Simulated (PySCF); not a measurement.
PySCF job for WO₂F, SMILES [O]=[W](=[O])[F] (connectivity only; charge and spin as stated), neutral, multiplicity 2, TDA-CAM-B3LYP/def2-SVPD. Coordinates come from a r2SCAN-D4/def2-TZVP optimisation. The spin state was assumed, not searched. The isomer is the one that the SMILES or the coordinates give; other isomers of the formula were not compared. The def2 effective core potentials stand for the cores of W; spin–orbit coupling is left out.

```python
import numpy as np
from pyscf import gto, scf, dft, tdscf

mol = gto.M(
    atom='''
    W     0.02035983    0.09268390    0.00000000
    O     0.92789141   -0.28693539   -1.39684222
    O     0.92789140   -0.28693539    1.39684223
    F    -1.81698780   -0.25196023   -0.00000001
    ''',
    basis='def2-SVPD',
    ecp={'W': 'def2-svp'},
    charge=0,
    spin=1,
    max_memory=1600,
    verbose=4,
)
mf = dft.UKS(mol, xc='cam-b3lyp').density_fit(auxbasis='def2-universal-jkfit')
mf.grids.level = 3
mf.conv_tol = 1e-9
mf.max_cycle = 100
mf.kernel()
fine, coarse = mf.grids, dft.Grids(mol).set(level=1).build(with_non0tab=True)
for _ in range(3):  # follow internal instabilities
    mf.grids = coarse
    mo, _, stable, _ = mf.stability(return_status=True, nroots=4)
    mf.grids = fine
    if stable:
        break
    mf.kernel(mf.make_rdm1(mo, mf.mo_occ))
mf.grids = dft.Grids(mol).set(level=1).build(with_non0tab=True)  # coarser grid for the response kernel
td = tdscf.TDA(mf)
td.nstates = 10
td.conv_tol = 1e-4
td.positive_eig_threshold = 1e-6
td.kernel(x0=td.get_init_guess(mf, 15))
td.analyze(verbose=3)
```

It prints:

```
PySCF version 2.14.0

[INPUT] verbose = 4
[INPUT] num. atoms = 4
[INPUT] num. electrons = 39
[INPUT] charge = 0
[INPUT] spin (= nelec alpha-beta = 2S) = 1
[INPUT] symmetry False subgroup None
[INPUT] Mole.unit = angstrom
[INPUT] Symbol           X                Y                Z      unit          X                Y                Z       unit  Magmom
[INPUT]  1 W      0.020359830000   0.092683900000   0.000000000000 AA    0.038474502643   0.175147187157   0.000000000000 Bohr   0.0
[INPUT]  2 O      0.927891410000  -0.286935390000  -1.396842220000 AA    1.753460638237  -0.542229302545  -2.639649235029 Bohr   0.0
[INPUT]  3 O      0.927891400000  -0.286935390000   1.396842230000 AA    1.753460619339  -0.542229302545   2.639649253927 Bohr   0.0
[INPUT]  4 F     -1.816987800000  -0.251960230000  -0.000000010000 AA   -3.433609313676  -0.476135828982  -0.000000018897 Bohr   0.0

nuclear repulsion = 141.911431659456
number of shells = 40
number of NR pGTOs = 159
number of NR cGTOs = 104
basis = def2-SVPD
ecp = {'W': 'def2-svp'}


[settings echo left out]
init E= -304.456043032264
  alpha nocc = 20  HOMO = -0.362923786218055  LUMO = -0.327969999102827
  beta  nocc = 19  HOMO = -0.655690446507531  LUMO = -0.362923786218051

WARN: HOMO -0.362923786218055 >= LUMO -0.362923786218051

cycle= 1 E= -316.727434873341  delta_E= -12.3  |g|= 1.09  |ddm|= 5.18
  alpha nocc = 20  HOMO = -0.178862497079837  LUMO = -0.108891151132113
  beta  nocc = 19  HOMO = -0.209248325382823  LUMO = -0.178114540973819

WARN: HOMO -0.178862497079837 >= LUMO -0.178114540973819

cycle= 2 E= -312.301012487811  delta_E= 4.43  |g|= 3.39  |ddm|= 3.24
  alpha nocc = 20  HOMO = -0.299819786578329  LUMO = -0.0354465941887804
  beta  nocc = 19  HOMO = -0.34765670467409  LUMO = -0.132528142557526
  HOMO = -0.299819786578  LUMO = -0.132528142558  gap/eV = 4.55224
cycle= 3 E= -317.143945538452  delta_E= -4.84  |g|= 0.36  |ddm|= 2.72
  alpha nocc = 20  HOMO = -0.34066854706834  LUMO = -0.0773914576853585
  beta  nocc = 19  HOMO = -0.372370145116331  LUMO = -0.141214743932171
  HOMO = -0.340668547068  LUMO = -0.141214743932  gap/eV = 5.42741
cycle= 4 E= -317.178458736717  delta_E= -0.0345  |g|= 0.205  |ddm|= 0.368
  alpha nocc = 20  HOMO = -0.354308309364285  LUMO = -0.077570701374551
  beta  nocc = 19  HOMO = -0.405717565274152  LUMO = -0.1342619703073
  HOMO = -0.354308309364  LUMO = -0.134261970307  gap/eV = 5.98777
cycle= 5 E= -317.192100014033  delta_E= -0.0136  |g|= 0.0295  |ddm|= 0.141
  alpha nocc = 20  HOMO = -0.346629155437906  LUMO = -0.0670035957036177
  beta  nocc = 19  HOMO = -0.402464279328235  LUMO = -0.122264129752779
  HOMO = -0.346629155438  LUMO = -0.122264129753  gap/eV = 6.10528
cycle= 6 E= -317.192639842598  delta_E= -0.00054  |g|= 0.00913  |ddm|= 0.0487
  alpha nocc = 20  HOMO = -0.347482759301389  LUMO = -0.0678261926606147
  beta  nocc = 19  HOMO = -0.405825854082998  LUMO = -0.122302325226038
  HOMO = -0.347482759301  LUMO = -0.122302325226  gap/eV = 6.12747
cycle= 7 E= -317.19278373271  delta_E= -0.000144  |g|= 0.00345  |ddm|= 0.0265
  alpha nocc = 20  HOMO = -0.347317635008441  LUMO = -0.0676827942329012
  beta  nocc = 19  HOMO = -0.406366727802762  LUMO = -0.122081559148249
  HOMO = -0.347317635008  LUMO = -0.122081559148  gap/eV = 6.12899
cycle= 8 E= -317.192843288357  delta_E= -5.96e-05  |g|= 0.00219  |ddm|= 0.0215
  alpha nocc = 20  HOMO = -0.347472689715545  LUMO = -0.0679038552470992
  beta  nocc = 19  HOMO = -0.406832810216759  LUMO = -0.122166833197703
  HOMO = -0.347472689716  LUMO = -0.122166833198  gap/eV = 6.13088
cycle= 9 E= -317.192864036853  delta_E= -2.07e-05  |g|= 0.000996  |ddm|= 0.0138
  alpha nocc = 20  HOMO = -0.34741987471094  LUMO = -0.0678068581639835
  beta  nocc = 19  HOMO = -0.406898554564272  LUMO = -0.122070957275159
  HOMO = -0.347419874711  LUMO = -0.122070957275  gap/eV = 6.13206
cycle= 10 E= -317.192870296683  delta_E= -6.26e-06  |g|= 0.000319  |ddm|= 0.00975
  alpha nocc = 20  HOMO = -0.347422804086239  LUMO = -0.0677973513216017
  beta  nocc = 19  HOMO = -0.406935225640236  LUMO = -0.122043615542559
  HOMO = -0.347422804086  LUMO = -0.122043615543  gap/eV = 6.13288
cycle= 11 E= -317.192870834738  delta_E= -5.38e-07  |g|= 0.000234  |ddm|= 0.00266
  alpha nocc = 20  HOMO = -0.347431325875672  LUMO = -0.0677911303293648
  beta  nocc = 19  HOMO = -0.406889161375641  LUMO = -0.122046229670651
  HOMO = -0.347431325876  LUMO = -0.122046229671  gap/eV = 6.13304
cycle= 12 E= -317.192870943768  delta_E= -1.09e-07  |g|= 4.32e-05  |ddm|= 0.00122
  alpha nocc = 20  HOMO = -0.347438190795486  LUMO = -0.0677911155420396
  beta  nocc = 19  HOMO = -0.406885644660221  LUMO = -0.122040639663076
  HOMO = -0.347438190795  LUMO = -0.122040639663  gap/eV = 6.13338
cycle= 13 E= -317.192870950633  delta_E= -6.87e-09  |g|= 2.11e-05  |ddm|= 0.000278
  alpha nocc = 20  HOMO = -0.347436639296799  LUMO = -0.0677887032066025
  beta  nocc = 19  HOMO = -0.40688506410131  LUMO = -0.122037228058119
  HOMO = -0.347436639297  LUMO = -0.122037228058  gap/eV = 6.13343
cycle= 14 E= -317.192870951467  delta_E= -8.34e-10  |g|= 1.43e-05  |ddm|= 6.84e-05
  alpha nocc = 20  HOMO = -0.347439306850266  LUMO = -0.0677931223245665
  beta  nocc = 19  HOMO = -0.406884470188174  LUMO = -0.122040531287318
  HOMO = -0.34743930685  LUMO = -0.122040531287  gap/eV = 6.13341
Extra cycle  E= -317.192870951469  delta_E= -2.16e-12  |g|= 2.77e-05  |ddm|= 4.04e-05
converged SCF energy = -317.192870951469  <S^2> = 0.75518543  2S+1 = 2.0051787
tot grids = 24600
uhf_internal: lowest eigs of H = [0.15555081 0.21367801 0.2463631  0.25548117]
<class 'pyscf.df.df_jk.DFUKS'> wavefunction is stable in the internal stability analysis
tot grids = 24600
Overwritten attributes  positive_eig_threshold  of <class 'pyscf.tdscf.uks.TDA'>


******** <class 'pyscf.tdscf.uks.TDA'> for <class 'pyscf.df.df_jk.DFUKS'> ********
nstates = 10
deg_eia_thresh = 1.000e-03
wfnsym = None
conv_tol = 0.0001
eigh lindep = 1e-12
eigh level_shift = 0
eigh max_cycle = 100


Excitation energies (eV)
[2.22522285 3.08785755 3.61008065 4.28556491 4.43646917 4.6398381
 4.72826899 4.84049571 5.08055431 5.10116882]

** Excitation energies and oscillator strengths **
Excited State   1:      2.22522 eV    557.18 nm  f=0.0048
Excited State   2:      3.08786 eV    401.52 nm  f=0.0000
Excited State   3:      3.61008 eV    343.44 nm  f=0.0009
Excited State   4:      4.28556 eV    289.31 nm  f=0.0008
Excited State   5:      4.43647 eV    279.47 nm  f=0.0029
Excited State   6:      4.63984 eV    267.22 nm  f=0.0006
Excited State   7:      4.72827 eV    262.22 nm  f=0.0015
Excited State   8:      4.84050 eV    256.14 nm  f=0.0020
Excited State   9:      5.08055 eV    244.04 nm  f=0.0018
Excited State  10:      5.10117 eV    243.05 nm  f=0.0003
```

The run converged.
